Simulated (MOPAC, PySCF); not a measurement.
AlBr$_{3}$, SMILES `[Br][Al]([Br])[Br]`, neutral singlet in the gas phase. 

Cartesian coordinates (Å):
SMILES: [Br][Al]([Br])[Br]
```xyz
4

Br    -1.8555    -1.2482    -0.1037
Al     0.0000     0.0000     0.0002
Br     2.0069    -0.9853     0.1128
Br    -0.1515     2.2335    -0.0094
```
Charge 0, multiplicity 1.

All levels are single points at this geometry (B3LYP-D3(BJ)/def2-TZVP); Pople sets use spherical d functions. Orbital energies aren't observables, and empty levels follow the basis.

PM6 in MOPAC gives HOMO (eV) = -10.93.

### Question
Estimate the HOMO (eV) from each of these levels: B3LYP-D3(BJ)/def2-TZVP in PySCF; PBE-D3(BJ)/def2-TZVP in PySCF; B3LYP/3-21G in PySCF; B3LYP/6-311+G** (LANL2DZ on Br) in PySCF; B3LYP/LANL2DZ in PySCF; BP86/6-31G* in PySCF; M06-2X/6-31G* in PySCF; HF/3-21G in PySCF; HF/6-31G* in PySCF; AM1 in MOPAC; PM3 in MOPAC; PM7 in MOPAC.

### Answer

```csv
level,HOMO (eV)
B3LYP-D3(BJ)/def2-TZVP in PySCF,-8.36
PBE-D3(BJ)/def2-TZVP in PySCF,-7.36
B3LYP/3-21G in PySCF,-8.15
B3LYP/6-311+G** (LANL2DZ on Br) in PySCF,-8.39
B3LYP/LANL2DZ in PySCF,-8.57
BP86/6-31G* in PySCF,-7.44
M06-2X/6-31G* in PySCF,-9.88
HF/3-21G in PySCF,-11.49
HF/6-31G* in PySCF,-11.56
AM1 in MOPAC,-11.51
PM3 in MOPAC,-12.97
PM7 in MOPAC,-9.87
```
